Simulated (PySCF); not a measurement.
Cost against size for one kind of job: PySCF 2.14.0, PBE0-D3(BJ)/def2-SVP geometry optimisation, gas phase; work: geometry optimisation from a GFN2-xTB start shaken at random. Hardware: one thread, Arm Neoverse N1 (aarch64), on a shared host. Other jobs ran on the host; a repeat could differ by tens of per cent or more. Peak memory is the resident size of the whole Python process, interpreter and libraries included.

```json
{"species (SMILES)": "N[SiH](N)S", "atoms": "10", "electrons": "50", "basis functions": "94", "SCF cycles": "107", "gradient evaluations": "16", "wall time": "75 s", "peak memory": "0.39 GiB"}
{"species (SMILES)": "C#C[C@H](C)C1=C[SiH2]C=C1", "atoms": "19", "electrons": "72", "basis functions": "180", "SCF cycles": "56", "gradient evaluations": "8", "wall time": "3.7 min", "peak memory": "0.85 GiB"}
{"species (SMILES)": "C=CC1=C[SiH2]C=C1C=C", "atoms": "19", "electrons": "72", "basis functions": "180", "SCF cycles": "77", "gradient evaluations": "11", "wall time": "5.2 min", "peak memory": "0.76 GiB"}
{"species (SMILES)": "C#CC1=C[Si@H](CC)C=C1", "atoms": "19", "electrons": "72", "basis functions": "180", "SCF cycles": "60", "gradient evaluations": "8", "wall time": "?", "peak memory": "?"}
{"species (SMILES)": "CC#CC#C/C=C/C[SiH3]", "atoms": "19", "electrons": "72", "basis functions": "180", "SCF cycles": "71", "gradient evaluations": "9", "wall time": "3.9 min", "peak memory": "0.88 GiB"}
{"species (SMILES)": "c1ccc([SiH]2CC2)cc1", "atoms": "19", "electrons": "72", "basis functions": "180", "SCF cycles": "48", "gradient evaluations": "7", "wall time": "3.2 min", "peak memory": "0.84 GiB"}
```

Task: Estimate the withheld figures.

Result: `C#CC1=C[Si@H](CC)C=C1`: 3.7 min, 0.84 GiB.

Task: With all rows, how does the wall time grow with the number of basis functions N?

Result: A straight line through log(time) against log(N) has slope 1.7 between N = 94 and 180, and the rows scatter about it by a factor of about 1.2 (standard error of the fit). This is a fit to these rows, whose iteration counts differ, not the method's formal scaling.

Task: Which species took longest, and how many times the shortest run?

Result: `C=CC1=C[SiH2]C=C1C=C`, at 5.2 min: about 4.2 times the shortest (75 s).
